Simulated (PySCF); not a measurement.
Cartesian coordinates in Å; atom numbers follow the order of the lines, from 1:
```xyz
16

N    -2.959    0.094    0.290
Si   -1.738   -1.104    0.205
N    -0.248   -0.166    0.286
C    -0.052    1.055    0.872
N     1.174    1.456    0.822
C     1.863    0.457    0.174
C     3.286    0.541   -0.074
O     3.950   -0.299   -0.635
C     0.978   -0.547   -0.153
H    -3.918   -0.189    0.401
H    -2.904    0.921   -0.285
H    -1.607   -1.889   -1.025
H    -1.851   -1.921    1.408
H    -0.858    1.599    1.320
H     3.734    1.476    0.310
H     1.144   -1.475   -0.659
```

One averaged value for each set of equivalent atoms, gas phase, a single conformation, non-relativistic. Shielding tensors at PBE0/pcSseg-1 (GIAO); structure optimised with GFN2-xTB; PySCF.

Question: List the cross peaks expected in HSQC, COSY and HMBC spectra.

Answer: 

HSQC (one-bond C–H):
| δH | δC |
| --- | --- |
| 10.34 (H15) | 193.1 (C7) |
| 7.71 (H14) | 142.2 (C4) |
| 7.71 (H16) | 128.7 (C9) |

HMBC (two and three bonds, from the bond graph):
| δH | δC |
| --- | --- |
| 10.34 (H15) | 151.0 (C6), 128.7 (C9) |
| 7.71 (H14) | 151.0 (C6), 128.7 (C9) |
| 7.71 (H16) | 193.1 (C7), 151.0 (C6), 142.2 (C4) |
| 5.66 (H12/H13) | 142.2 (C4), 128.7 (C9) |

No COSY cross peaks are expected.

References, each an isolated molecule treated in the same way: $^{1}$H (σ = 31.72 ppm), $^{13}$C (σ = 186.93 ppm) vs TMS.

The OH or NH signal is concentration- and solvent-dependent in practice; the value given is the gas-phase one. Shifts are as computed. Against solution values, carbons near 30 ppm lie about +3 ppm off and those near 130 ppm about +5 ppm. Of 1309 compounds with measured shifts, 239 miss one by over three times the rms of a fit or turn the order of signals round; such compounds aren't used in these exercises.
